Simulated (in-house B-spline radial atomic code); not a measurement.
Whole-atom quantities along the 49-electron series, configuration [Kr] 4d10 4f1 5s2. Computed with a B-spline radial code for spherical atoms: non-relativistic Hartree-Fock, average of the configuration, point nuclei.

This level leaves out relativity, spin-orbit splitting included, which matters for heavy ions.

| ion | Z | E/Z² (Eh) | Σ<r²> (bohr²) | n(0)/Z³ (bohr⁻³) | Lamb diamagnetic shielding (ppm) | repulsion over attraction |
| --- | --- | --- | --- | --- | --- | --- |
| Nd11+ | 60 | -2.57 | 14.983 | 0.71023 | 6384.91 | 0.14263 |
| Pm12+ | 61 | -2.5841 | 13.985 | 0.71081 | 6514.65 | 0.14102 |
| Sm13+ | 62 | -2.5978 | 13.095 | 0.71137 | 6644.32 | 0.13942 |
